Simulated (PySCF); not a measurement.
Li (SMILES [Li+]), charge +1, singlet; DF-B3LYP/pc-1 (PySCF).

The PySCF input:
```python
from pyscf import gto, scf, dft

mol = gto.M(
    atom='''
Li    0.00000000    0.00000000    0.00000000
''',
    basis='pc-1',
    charge=1,
    verbose=4,
)

mf = dft.RKS(mol)
mf.xc = 'b3lyp'
mf = mf.density_fit(auxbasis='def2-universal-jkfit')
mf.kernel()
```

Q: Write the output that PySCF gives for this input, abridged.

A: 
```
PySCF version 2.14.0

[INPUT] verbose = 4
[INPUT] num. atoms = 1
[INPUT] num. electrons = 2
[INPUT] charge = 1
[INPUT] spin (= nelec alpha-beta = 2S) = 0
[INPUT] symmetry False subgroup None
[INPUT] Mole.unit = angstrom
[INPUT] Symbol           X                Y                Z      unit          X                Y                Z       unit  Magmom
[INPUT]  1 Li     0.000000000000   0.000000000000   0.000000000000 AA    0.000000000000   0.000000000000   0.000000000000 Bohr   0.0

nuclear repulsion = 0
number of shells = 2
number of NR pGTOs = 16
number of NR cGTOs = 9
basis = pc-1
ecp = {}

******** <class 'pyscf.df.df_jk.DFRKS'> ********
method = DFRKS
initial guess = minao
damping factor = 0
level_shift factor = 0
DIIS = <class 'pyscf.scf.diis.CDIIS'>
diis_start_cycle = 1
diis_space = 8
diis_damp = 0
SCF conv_tol = 1e-09
SCF conv_tol_grad = None
SCF max_cycles = 50
direct_scf = False
XC library pyscf.dft.libxc version 7.1.2
    S. Lehtola, C. Steigemann, M. J. T. Oliveira, and M. A. L. Marques,  SoftwareX 7, 1–5 (2018)
XC functionals = b3lyp
    P. J. Stephens, F. J. Devlin, C. F. Chabalowski, and M. J. Frisch,  J. Phys. Chem. 98, 11623 (1994)
radial grids:
    Treutler-Ahlrichs [JCP 102, 346 (1995); DOI:10.1063/1.469408] (M4) radial grids

becke partition: Becke, JCP 88, 2547 (1988); DOI:10.1063/1.454033
pruning grids: <function nwchem_prune>
grids dens level: 3
symmetrized grids: False
atomic radii adjust function: <function treutler_atomic_radii_adjust>
small_rho_cutoff = 0
Set gradient conv threshold to 3.16228e-05
Initial guess from minao.
tot grids = 13728
******** <class 'pyscf.df.df.DF'> ********
auxbasis = def2-universal-jkfit
init E= -7.47143566310074
  HOMO = -2.02668875829672  LUMO = -0.103923052576357  gap/eV = 52.32112
cycle= 1 E= -7.28256508014594  delta_E= 0.189  |g|= 0.0157  |ddm|= 0.616
  HOMO = -2.35779832352238  LUMO = -0.257877577576569  gap/eV = 57.14175
cycle= 2 E= -7.28262241400327  delta_E= -5.73e-05  |g|= 4.14e-05  |ddm|= 0.0165
  HOMO = -2.35572758285546  LUMO = -0.25678352134548  gap/eV = 57.11518
cycle= 3 E= -7.28262241438019  delta_E= -3.77e-10  |g|= 3.63e-07  |ddm|= 6.33e-05
  HOMO = -2.35572737994783  LUMO = -0.256788248908899  gap/eV = 57.11504
Extra cycle  E= -7.28262241438022  delta_E= -3.2e-14  |g|= 5.26e-09  |ddm|= 4.63e-07
converged SCF energy = -7.28262241438022
```
